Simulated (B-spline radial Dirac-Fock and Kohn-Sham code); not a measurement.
Core and valence levels of Tm³³⁺

System: the Tm³³⁺ ion, 1s2 2s2 2p6 3s2 3p6 3d10 4s2 4p6; nuclear rms radius 5.2256 fm (A = 169).

The computed values come from a B-spline atomic structure program: Dirac-Fock energy differences between relaxed states, corrected for Breit and QED terms. Correlation and solid-state effects are left out. Energies are counted from the vacuum level.

All terms are in eV, carry their sign (relaxation lowers the binding energy) and add up to the binding energy; ⟨r⟩ is the mean radius of the orbital in the initial state.

| subshell | −ε (Koopmans) | relaxation | Breit | QED | binding energy | ⟨r⟩ (bohr) |
| --- | --- | --- | --- | --- | --- | --- |
| 1s | 61070.5 | -56.79 | -183.19 | -94.69 | 60735.9 | 0.020 |
| 2s | 11529.2 | -23.27 | -20.23 | -13.36 | 11472.3 | 0.084 |
| 2p1/2 | 11028.9 | -27.34 | -32.94 | 0.29 | 10968.9 | 0.070 |
| 2p3/2 | 10045.7 | -24.89 | -20.63 | -1.12 | 9999.1 | 0.077 |
| 3s | 3627.6 | -5.37 | -3.90 | -3.09 | 3615.3 | 0.217 |
| 3p1/2 | 3410.4 | -6.03 | -6.41 | 0.02 | 3398.0 | 0.207 |
| 3p3/2 | 3193.6 | -5.35 | -3.81 | -0.27 | 3184.2 | 0.220 |
| 3d3/2 | 2830.6 | -7.02 | -2.83 | 0.27 | 2821.0 | 0.194 |
| 3d5/2 | 2783.6 | -6.71 | -1.84 | 0.14 | 2775.2 | 0.198 |
| 4s | 1607.9 | -0.66 | -1.16 | -0.92 | 1605.1 | 0.450 |
| 4p1/2 | 1508.3 | -0.73 | -1.85 | 0.01 | 1505.7 | 0.449 |
| 4p3/2 | 1443.9 | -0.65 | -1.09 | -0.08 | 1442.1 | 0.469 |

For the deepest level, K (1s), the Breit terms make up -0.302 % of the binding energy, QED -0.156 % and orbital relaxation -0.094 %.

Going to the tabulated ground configuration of the next ion removes an electron from N3 (4p3/2), computed at 1442.1 eV. NIST lists 1442 ± 5 eV as the ionisation energy of this species (theoretical), -0.09 eV from the computed value, within the stated uncertainty.
